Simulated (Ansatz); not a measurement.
Reaction (ligand exchange at a B–C bond): `BC(B)=C` + `C[Si](N)(O)F` → `BN[Si](C)(O)F` + `BC=C`

Isolated molecules relaxed with PBE0-D4/def2-TZVP in Ansatz; ΔE leaves out vibrations. CBS: MP2 limit from def2 TZ/QZ plus the TZ coupled-cluster correction, frozen cores. DFT in def2-TZVPP. Each species was taken in one conformer, which may not be the lowest.

`BC(B)=C`:

Cartesian coordinates in Å:
```
B -0.377 1.424 0.448
C 0.016 -0.002 -0.007
B -0.882 -1.255 0.136
C 1.234 -0.166 -0.572
H -1.439 1.647 0.952
H 0.397 2.328 0.295
H -0.479 -2.318 -0.249
H -1.972 -1.189 0.624
H 1.582 -1.138 -0.919
H 1.922 0.668 -0.707
```

`C[Si](N)(O)F`:

```xyz
11

C    -0.352   -0.976   -1.062
Si    0.354    0.124    0.244
N    -0.876    0.767    1.211
O     1.201    1.408   -0.316
F     1.419   -0.772    1.054
H    -0.950   -1.777   -0.620
H     0.445   -1.445   -1.644
H    -0.988   -0.409   -1.743
H    -1.682    0.233    1.485
H    -0.716    1.559    1.810
H     2.146    1.286   -0.419
```

`BN[Si](C)(O)F`:

```xyz
13

B    -1.408    0.299   -1.602
N    -0.288    0.869   -0.985
Si    0.423    0.422    0.522
C     0.197   -1.362    0.921
O     1.980    0.902    0.386
F    -0.234    1.262    1.716
H    -1.954   -0.629   -1.077
H    -1.804    0.738   -2.643
H     0.151    1.650   -1.454
H     0.670   -1.596    1.879
H     0.648   -1.992    0.152
H    -0.862   -1.617    0.998
H     2.481    1.053    1.188
```

`BC=C`:

Z-matrix (Å, degrees):
```
B
C 1 1.534
H 1 1.197 2 122.0
H 1 1.199 2 118.7 3 180.0
C 2 1.339 1 120.5 3 180.0
H 2 1.089 1 121.7 3 -0.0
H 5 1.086 2 120.6 1 0.0
H 5 1.087 2 123.0 1 -180.0
```

| level | ΔE (kcal/mol) | difference from CCSD(T)/CBS |
| --- | --- | --- |
| r2SCAN-D4 | -30.2 | -1.0 |
| ωB97X-V | -29.2 | 0.0 |
| PBE | -30.1 | -0.9 |
| r2SCAN | -30.1 | -0.9 |
| PBE0 | -29.3 | -0.1 |
| CCSD/def2-TZVPP | -29.5 | -0.3 |
| HF/def2-QZVPP | -27.7 | 1.5 |
| SCS-MP2/def2-QZVPP | -29.0 | 0.2 |
| HF/CBS(def2) | -27.7 | 1.5 |
| MP2/CBS(def2) | -28.8 | 0.4 |
| CCSD(T)/CBS | -29.2 | 0 |

Largest T1 diagnostic among the species: 0.012.

From PBE to PBE0 (25 % exact exchange), in def2-TZVPP and without D4, ΔE moves by +0.8 kcal/mol. In def2-TZVPP, CCSD(T) changes the Hartree–Fock value by −2.0 kcal/mol (the triples alone add −0.3 kcal/mol) and MP2 by −1.6 kcal/mol.
